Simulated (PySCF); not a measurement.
C2H5O, SMILES CC[O-], charge -1.

Geometry: PBE0-D3(BJ)/def2-SVPD.

Two levels are set side by side: PBE/def2-TZVPD (PySCF) and HF/def2-TZVPD (PySCF). Same geometry, gas phase. Differences are taken from unrounded values.

| quantity | HF |
|---|---|
| orbital gap (eV) | 8.87 |
| highest occupied level (eV) | -3.05 |
| lowest empty level (eV) | 5.82 |
| mean polarisability (bohr³) | 43.8 |

**Question.** What does PBE give, and how far is it from HF? (Estimate from the structure and the level; the computed values follow.)

**Answer.** 
```json
[
 {"quantity": "orbital gap (eV)", "PBE": "2.22", "PBE minus HF": "-6.65"},
 {"quantity": "highest occupied level (eV)", "PBE": "1.59", "PBE minus HF": "4.64"},
 {"quantity": "lowest empty level (eV)", "PBE": "3.81", "PBE minus HF": "-2.01"},
 {"quantity": "mean polarisability (bohr³)", "PBE": "70.3", "PBE minus HF": "26.4"}
]
```

PBE's occupied levels lie high since its potential decays too fast outside the molecule; exact exchange lowers them and widens the gap. PBE's more diffuse valence density responds more strongly to a field. Differences between two approximate levels are no errors against the true value.

Rough cost on one machine, each run with all the roots and properties that it gave: HF against PBE about 1/4.
